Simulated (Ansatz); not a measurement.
RuH+, multiplicity 5 (lowest of 2S+1 = 1, 3, 5, 7 at CCSD(T)/def2-TZVPP on PBE0 minima; our sources give no spin for the ground state, which may be another), most abundant isotopes (101.9043 and 1.0078 u). Constants from fifth-degree fits in 1/R to seven points on the lowest solution found; no spin–orbit coupling, no relativity up to Kr; ω_e x_e and α_e move by some per cent with the fit.

Correlated levels freeze the inner cores; with def2 sets outer-core shells near the valence are correlated too. CBS(a, b) extrapolates the correlation energy as X⁻³ and adds the Hartree–Fock energy of set b.

Codes used: Ansatz (an electronic-structure program).  In def2 rows elements past Kr take small-core potentials, without spin–orbit coupling.

```tsv
level	r_e (Å)	ω_e (cm⁻¹)	ω_e x_e (cm⁻¹)	α_e (cm⁻¹)
PBE/def2-TZVPP	1.6015	1973.9	33.8	0.182
CCSD(T)/CBS(def2-TZVPP, def2-QZVPP)	1.5905	1986.9	26.1	0.168
```

Derive the rotational constants, the centrifugal constant, the fundamental, the zero-point energy and the force constant.


μ = 0.99796 u.
- PBE/def2-TZVPP: B_e = 16.8576/(μ r_e²) = 6.5863 cm⁻¹; B₀ = B_e − α_e/2 = 6.4954 cm⁻¹; D = 4B_e³/ω_e² = 2.93e-04 cm⁻¹; fundamental ω_e − 2ω_e x_e = 1906 cm⁻¹; zero-point energy ω_e/2 − ω_e x_e/4 = 978 cm⁻¹; k = μ(2πcω_e)² = 229 N/m
- CCSD(T)/CBS(def2-TZVPP, def2-QZVPP): B_e = 16.8576/(μ r_e²) = 6.6778 cm⁻¹; B₀ = B_e − α_e/2 = 6.5939 cm⁻¹; D = 4B_e³/ω_e² = 3.02e-04 cm⁻¹; fundamental ω_e − 2ω_e x_e = 1935 cm⁻¹; zero-point energy ω_e/2 − ω_e x_e/4 = 987 cm⁻¹; k = μ(2πcω_e)² = 232 N/m
